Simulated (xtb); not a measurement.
Harmonic IR lines of one isomer of C9H7NSSi, unscaled. All values below come from GFN2-xTB run with xtb.

wavenumber (cm⁻¹): 531 (w), 551 (w), 592 (w), 769 (m), 777 (m), 791 (vs), 977 (w), 1210 (w), 1303 (w), 1498 (w), 2262 (s), 2283 (vs), 2366 (s), 3079 (w)

Task: Name which structure gives these lines.
A. `N#Cc1cc2cc([SiH3])ccc2s1`
B. `N#Cc1cc2c([SiH3])cccc2s1`
C. `N#Cc1cc2sccc2cc1[SiH3]`
D. `N#Cc1cc([SiH3])cc2ccsc12`

Result: C, `N#Cc1cc2sccc2cc1[SiH3]`
